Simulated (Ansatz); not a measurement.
Cost and result for the atomization energy of C6H9Al (`C=[CH][Al]([CH]=C)[CH]=C`) (16 atoms, 15 bonds).

| atom | x (Å) | y (Å) | z (Å) |
| --- | --- | --- | --- |
| C1 | 2.440 | -0.631 | -1.366 |
| C2 | 1.110 | -0.601 | -1.479 |
| Al3 | 0.000 | 0.000 | 0.000 |
| C4 | 0.825 | 0.565 | 1.667 |
| C5 | 0.077 | 0.979 | 2.694 |
| C6 | -1.935 | 0.037 | -0.189 |
| C7 | -2.517 | -0.349 | -1.328 |
| H8 | 2.948 | -0.324 | -0.454 |
| H9 | 3.097 | -0.960 | -2.170 |
| H10 | 0.704 | -0.930 | -2.436 |
| H11 | 1.903 | 0.567 | 1.830 |
| H12 | 0.500 | 1.303 | 3.644 |
| H13 | -1.009 | 1.016 | 2.637 |
| H14 | -2.607 | 0.365 | 0.604 |
| H15 | -1.939 | -0.694 | -2.182 |
| H16 | -3.597 | -0.343 | -1.473 |

Total charge 0; spin multiplicity 1. The structure was optimised at the PBE0-D4/def2-TZVP level. It is one conformer, not always the lowest. Program: Ansatz. All runs use 2 threads of an AMD EPYC 7R13 on a shared host and a share of an NVIDIA H100 80 GB. Times are those of one run each, without the atoms' runs, and a repeat can differ threefold. Electronic energies, without spin–orbit coupling; frozen cores. CCSD(T)/CBS adds CCSD(T) − MP2 in def2-TZVPP to the MP2 limit, and its time is that of the two runs behind it. T1 = 0.012. B3LYP takes the VWN-RPA correlation (the form of Gaussian; ORCA's B3LYP/G).

CCSD(T)/CBS is a level of theory with its own doubt, some kJ/mol a heavy atom from the limit and from the frozen cores, so smaller differences don't rank the functionals.

```json
{"level": "B3LYP-D4/def2-TZVPP (with forces)", "functions": "354", "wall time": "17 s", "atomization (kcal/mol)": "1571.2", "difference from CCSD(T)/CBS": "4.1", "per bond": "0.3"}
{"level": "r2SCANh-D4/def2-TZVPP", "functions": "354", "wall time": "19 s", "atomization (kcal/mol)": "1565.8", "difference from CCSD(T)/CBS": "-1.3", "per bond": "-0.1"}
{"level": "PBE-QIDH/def2-TZVPP", "functions": "354", "wall time": "19 s", "atomization (kcal/mol)": "1565.5", "difference from CCSD(T)/CBS": "-1.6", "per bond": "-0.1"}
{"level": "r2SCAN-D4/def2-TZVPP (with forces)", "functions": "354", "wall time": "19 s", "atomization (kcal/mol)": "1574.2", "difference from CCSD(T)/CBS": "7.1", "per bond": "0.5"}
{"level": "CAM-B3LYP-D4/def2-TZVPP", "functions": "354", "wall time": "19 s", "atomization (kcal/mol)": "1573.7", "difference from CCSD(T)/CBS": "6.6", "per bond": "0.4"}
{"level": "MP2/def2-QZVPP", "functions": "682", "wall time": "19 s", "atomization (kcal/mol)": "1576.4", "difference from CCSD(T)/CBS": "9.3", "per bond": "0.6"}
{"level": "ωB97M-V/def2-TZVPP (with forces)", "functions": "354", "wall time": "19 s", "atomization (kcal/mol)": "1572.5", "difference from CCSD(T)/CBS": "5.4", "per bond": "0.4"}
{"level": "CCSD(T)/def2-TZVPP", "functions": "354", "wall time": "20 s", "atomization (kcal/mol)": "1531.7", "difference from CCSD(T)/CBS": "-35.4", "per bond": "-2.4"}
{"level": "PBE0-D4/def2-TZVPP", "functions": "354", "wall time": "20 s", "atomization (kcal/mol)": "1579.7", "difference from CCSD(T)/CBS": "12.6", "per bond": "0.8"}
{"level": "revPBE-D4/def2-TZVPP", "functions": "354", "wall time": "21 s", "atomization (kcal/mol)": "1568.2", "difference from CCSD(T)/CBS": "1.1", "per bond": "0.1"}
{"level": "PBE-D4/def2-TZVPP (with forces)", "functions": "354", "wall time": "23 s", "atomization (kcal/mol)": "1604.4", "difference from CCSD(T)/CBS": "37.3", "per bond": "2.5"}
{"level": "CCSD(T)/def2-SVP", "functions": "147", "wall time": "27 s", "atomization (kcal/mol)": "1504.9", "difference from CCSD(T)/CBS": "-62.2", "per bond": "-4.2"}
{"level": "CCSD(T)/CBS(def2)", "functions": "–", "wall time": "39 s", "atomization (kcal/mol)": "1567.1", "difference from CCSD(T)/CBS": "0.0", "per bond": "0.0"}
```

From PBE to PBE0 (25 % exact exchange), in def2-TZVPP and without D4, the atomization energy moves by −23.6 kcal/mol: exact exchange takes away binding that semilocal exchange gives to molecules. In def2-TZVPP, CCSD(T) changes the Hartree–Fock value by +354.5 kcal/mol (the triples alone add +24.1 kcal/mol) and MP2 by +378.3 kcal/mol; breaking electron pairs costs correlation energy, which Hartree–Fock lacks. Leaving LDA and LC-ωPBE aside and taking each functional with its dispersion term where it has one, the values, not all of them listed here, spread over 74.0 kcal/mol, from BHLYP-D4 to PBE-D4. LDA lies +180.3 kcal/mol from PBE without D4, its usual overbinding.
